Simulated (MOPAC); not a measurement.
Input for MOPAC: AM1 on BGeH5 (SMILES [BH2][GeH3]), a point of a torsion scan.

```
AM1 1SCF PRECISE CHARGE=0 THREADS=1
BGeH5

B      1.24124596 1    -0.08458723 1     0.00360692 1
Ge    -0.75008785 1     0.03967796 1    -0.01979697 1
H      1.89539681 1     0.88201996 1     0.00602035 1
H      1.78980552 1    -1.11346781 1     0.04487130 1
H     -1.33489373 1     1.10314451 1    -0.89540885 1
H     -1.51556157 1    -1.18721304 1    -0.40322857 1
H     -1.32503519 1     0.38132120 1     1.32070825 1
```

Program output:

```
*******************************************************************************
 **                                                                           **
 **                              MOPAC v23.2.5                                **
 **                                                                           **
 *******************************************************************************
 ** MOPAC's Digital Object Identifier: https://doi.org/10.5281/zenodo.6511958 **
 **                                                                           **
 ** Please cite the open-source release paper for use of this MOPAC version:  **
 ** J. E. Moussa and J. J. P. Stewart (2026)                                  **
 ** MOPAC: An open-source semiempirical molecular orbital program             **
 ** J. Open Source Softw., 11(119), 8025, https://doi.org/10.21105/joss.08025 **
 *******************************************************************************

                              AM1 CALCULATION RESULTS

 *******************************************************************************
 *  AM1        - The AM1 Hamiltonian to be used
 *
 *
 *
 *                 CHARGE ON SYSTEM = 0
 *
 *
 *
 *  PRECISE    - TIGHTER CRITERIA TO BE USED
 *  1SCF       - DO 1 SCF AND THEN STOP
 *  THREADS=1  - MULTI-THREADING NOT USED
 *  T=         - A TIME OF 172800.0 SECONDS REQUESTED
 *  DUMP=N     - RESTART FILE WRITTEN EVERY 7200.0 SECONDS REQUESTED
 *******************************************************************************
AM1 1SCF PRECISE CHARGE=0 THREADS=1
 BGeH5

   ATOM   CHEMICAL          X               Y               Z
  NUMBER   SYMBOL      (ANGSTROMS)     (ANGSTROMS)     (ANGSTROMS)

     1       B          1.24124596  *  -0.08458723  *   0.00360692  *
     2      Ge         -0.75008785  *   0.03967796  *  -0.01979697  *
     3       H          1.89539681  *   0.88201996  *   0.00602035  *
     4       H          1.78980552  *  -1.11346781  *   0.04487130  *
     5       H         -1.33489373  *   1.10314451  *  -0.89540885  *
     6       H         -1.51556157  *  -1.18721304  *  -0.40322857  *
     7       H         -1.32503519  *   0.38132120  *   1.32070825  *



          CARTESIAN COORDINATES

    NO.       ATOM           X           Y           Z

     1         B          1.2412     -0.0846      0.0036
     2        Ge         -0.7501      0.0397     -0.0198
     3         H          1.8954      0.8820      0.0060
     4         H          1.7898     -1.1135      0.0449
     5         H         -1.3349      1.1031     -0.8954
     6         H         -1.5156     -1.1872     -0.4032
     7         H         -1.3250      0.3813      1.3207

  H: (AM1): M.J.S. DEWAR ET AL, J. AM. CHEM. SOC. 107 3902-3909 (1985)
  B: (AM1): M.J.S. DEWAR ET AL, ORGANOMETALLICS, 7, 513-521 (1988)
 Ge: (AM1): M.J.S.Dewar and C.Jie, Organometallics, 8, 1544, (1989)

           Empirical Formula: H5 B Ge  =     7 atoms



      MOLECULAR POINT GROUP   :   C1


      RHF CALCULATION, NO. OF DOUBLY OCCUPIED LEVELS = 6


 -------------------------------------------------------------------------------
 AM1 1SCF PRECISE CHARGE=0 THREADS=1
 BGeH5



     1SCF WAS SPECIFIED, SO BFGS WAS NOT USED
     SCF FIELD WAS ACHIEVED


                              AM1 CALCULATION
                                                       MOPAC v23.2.5 Linux




          FINAL HEAT OF FORMATION =         52.71605 KCAL/MOL =     220.56397 KJ/MOL


          COSMO AREA              =         98.81 SQUARE ANGSTROMS
          COSMO VOLUME            =         85.20 CUBIC ANGSTROMS

          IONIZATION POTENTIAL    =         10.508897 EV
          HOMO LUMO ENERGIES (EV) =        -10.509  0.715
          NO. OF FILLED LEVELS    =          6
          MOLECULAR WEIGHT        =         88.4395         POINT GROUP:  C1

          MOLECULAR DIMENSIONS (Angstroms)

            Atom       Atom       Distance
            H     6    H     3     4.01047
            H     4    H     5     3.60133
            H     5    H     7     2.05388


          SCF CALCULATIONS        =          1





   ATOM   CHEMICAL          X               Y               Z
  NUMBER   SYMBOL      (ANGSTROMS)     (ANGSTROMS)     (ANGSTROMS)

     1       B          1.24124596  *  -0.08458723  *   0.00360692  *
     2      Ge         -0.75008785  *   0.03967796  *  -0.01979697  *
     3       H          1.89539681  *   0.88201996  *   0.00602035  *
     4       H          1.78980552  *  -1.11346781  *   0.04487130  *
     5       H         -1.33489373  *   1.10314451  *  -0.89540885  *
     6       H         -1.51556157  *  -1.18721304  *  -0.40322857  *
     7       H         -1.32503519  *   0.38132120  *   1.32070825  *

                             CARTESIAN COORDINATES

   1    B        1.241245960    -0.084587230     0.003606920
   2   Ge       -0.750087850     0.039677960    -0.019796970
   3    H        1.895396810     0.882019960     0.006020350
   4    H        1.789805520    -1.113467810     0.044871300
   5    H       -1.334893730     1.103144510    -0.895408850
   6    H       -1.515561570    -1.187213040    -0.403228570
   7    H       -1.325035190     0.381321200     1.320708250


           Empirical Formula: H5 B Ge  =     7 atoms



      MOLECULAR POINT GROUP   :   C1


                  EIGENVALUES
 -22.10220 -14.63263 -12.39223 -11.52816 -11.20842 -10.50890   0.71511   0.75448
   1.00067   1.58099   3.14691   4.54437   5.58995


              NET ATOMIC CHARGES AND DIPOLE CONTRIBUTIONS

  ATOM NO.   TYPE          CHARGE      No. of ELECS.   s-Pop       p-Pop
    1          B           0.405100        2.5949     1.27685     1.31805
    2         Ge          -0.464947        4.4649     0.95282     3.51213
    3          H          -0.092861        1.0929     1.09286
    4          H          -0.091019        1.0910     1.09102
    5          H           0.080998        0.9190     0.91900
    6          H           0.079095        0.9209     0.92090
    7          H           0.083633        0.9164     0.91637
 DIPOLE           X         Y         Z       TOTAL
 POINT-CHG.     0.835    -0.028     0.058     0.838
 HYBRID        -0.576     0.064     0.032     0.581
 SUM            0.259     0.036     0.090     0.276


          ATOMIC ORBITAL ELECTRON POPULATIONS

     Atom    s        px        py        pz
    1  B   1.27685   0.58226   0.72308   0.01271
    2 Ge   0.95282   1.22873   1.14013   1.14327
    3  H   1.09286
    4  H   1.09102
    5  H   0.91900
    6  H   0.92090
    7  H   0.91637

 **********************
 *                    *
 * JOB ENDED NORMALLY *
 *                    *
 **********************




 == MOPAC DONE ==
```

The run finished.

Cost: about 0.010 core-seconds (a rough figure).
